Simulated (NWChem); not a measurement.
Species: SnH3I; SMILES [SnH3][I]

def2 effective core potentials on Sn, I; no spin-orbit coupling.

Problem. Give the equilibrium geometry at PBE0/def2-SVP with def2 effective core potentials on Sn, I (NWChem) as an XYZ file, with the point group.

Solution. point group C3v; any orientation.
```
5

Sn     0.0000     0.0000    -1.3204
I      0.0000     0.0000     1.3804
H      1.1548     1.1548    -1.8177
H      0.4227    -1.5775    -1.8177
H     -1.5775     0.4227    -1.8177
```
